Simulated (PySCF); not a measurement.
CH6CdOSi. Atoms are numbered in the order given.

```xyz
10

Cd    -0.3571     0.2658     0.5070
C     -1.7141     1.3753     1.6339
H     -2.1433     0.7518     2.4309
H     -2.5275     1.7384     0.9901
H     -1.2093     2.2389     2.0894
O      0.9546    -0.8185    -0.4888
Si     1.4781    -1.1108    -2.0112
H      0.3867    -1.6362    -2.9024
H      2.5772    -2.1276    -1.9999
H      2.0125     0.1247    -2.6815
```

Geometry: PBE0-D3(BJ)/def2-SVP. The structure was generated by enumeration; whether it is a known compound was not checked. The def2 effective core potentials stand for the cores of Cd; spin–orbit coupling is left out. One conformer was computed; it need not be the lowest.

Level of theory: PySCF 2.14.0 with TDDFT-PBE/def2-SVPD.

Vertical excitations. Gas-phase values at a fixed geometry.

| state | energy (eV) | λ (nm) | f | main pairs |
|---|---|---|---|---|
| S1 | 4.75 | 261 | 0.005 | HOMO→LUMO 100 % |
| S2 | 4.99 | 249 | 0.030 | HOMO−1→LUMO 95 % |
| S3 | 5.41 | 229 | 0.001 | HOMO→LUMO+1 100 % |
| S4 | 5.53 | 224 | 0.009 | HOMO→LUMO+2 66 %, HOMO−1→LUMO+1 33 % |
| S5 | 5.63 | 220 | 0.001 | HOMO−1→LUMO+2 100 % |
| S6 | 5.75 | 216 | 0.026 | HOMO−1→LUMO+1 65 %, HOMO→LUMO+2 30 % |
| S7 | 6.51 | 191 | 0.349 | HOMO−2→LUMO 85 % |
| S8 | 6.58 | 188 | 0.001 | HOMO→LUMO+3 99 % |
| S9 | 6.70 | 185 | 0.001 | HOMO−3→LUMO 96 % |
| S10 | 6.74 | 184 | 0.005 | HOMO−4→LUMO 79 %, HOMO−2→LUMO+1 13 % |
| T1 | 4.53 | 274 | 0 | HOMO→LUMO 100 % |
| T2 | 4.65 | 267 | 0 | HOMO−1→LUMO 99 % |
| T3 | 5.32 | 233 | 0 | HOMO→LUMO+2 78 %, HOMO−2→LUMO 16 % |
| T4 | 5.35 | 232 | 0 | HOMO→LUMO+1 98 % |
Triplets are in the Tamm–Dancoff approximation, which puts them higher than full response would, so one can lie above its singlet here.
